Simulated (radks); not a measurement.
Values are calculated unless marked as measured or tabulated.
Minus the highest occupied eigenvalue as an estimate of the ionisation energy, Ne to Ne9+. The LB94 potential has the -1/r tail that LDA and GGA lack but no energy functional. Code: a radial shooting solver on a logarithmic mesh with Libxc functionals. Model: Dirac Kohn-Sham, LB94 model potential, spin-unpolarised, spherical densities, finite nucleus; open shells fill j = l - 1/2 first; Fermi nuclear charge, rms radius 3.0055 fm.

species  configuration   HOMO  -e(HOMO) (eV)  <r> (bohr)  IE, NIST (eV)       kind
Ne                [Ne]  2p3/2         21.224       0.963         21.565       exp.
Ne+       [He] 2s2 2p5  2p3/2         41.321       0.874         40.963       exp.
Ne2+      [He] 2s2 2p4  2p3/2         64.786       0.805         63.423       exp.
Ne3+      [He] 2s2 2p3  2p3/2         91.349       0.749         97.190  semi-emp.
Ne4+      [He] 2s2 2p2  2p1/2         121.01       0.700         126.25       exp.
Ne5+      [He] 2s2 2p1  2p1/2         153.25       0.659         157.93       exp.
Ne6+          [He] 2s2  2s1/2         203.79       0.710         207.27       exp.
Ne7+          [He] 2s1  2s1/2         235.90       0.685         239.10  semi-emp.
Ne8+              [He]  1s1/2         1177.0       0.156         1195.8     theory
Ne9+               1s1  1s1/2         1321.1       0.151         1362.2     theory

Reference values: NIST Atomic Spectra Database (exp. = measured, semi-emp. = semi-empirical, theory = theoretical value adopted there). Spin polarisation and multiplet splitting are left out.

Beside tabulated values, note that spin-unpolarised runs miss the spin-polarisation part of the exchange energy of open shells.
